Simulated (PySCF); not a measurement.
## How methods differ on the excitation energy of Al

Al [Ne] 3s2 3p1 (2P) → Al [Ne] 3s1 3p1 3d1 (high-spin determinant), as a difference of total energies. Calculation: PySCF 2.14, in aug-cc-pV(D+d)Z (5s4p3d, 32 functions); the non-relativistic Hamiltonian (point nucleus). Correlated levels: valence: [Ne] frozen. The calculations carry no spin-orbit coupling.

```
           method  excitation energy (cm⁻¹)
              UHF                     65468
              LDA                     70430
              PBE                     69182
             PBE0                     69942
           r2SCAN                     68500
          wB97X-V                     73918
          r2SCANh                     68994
            B97-3                     71738
          LC-wPBE                     72647
    MP2 (valence)                     71285
SCS-MP2 (valence)                     72946
```

The upper state lies above the first ionisation limit, but in LS coupling its spin forbids autoionisation to the ground ion.

The promoted electron is Rydberg-like, and one or two diffuse shells describe it only roughly, which tends to raise the upper state.

The determinant of the upper state mixes LS terms, which raises its energy above the lowest term, most at the Hartree-Fock and MP2 levels.
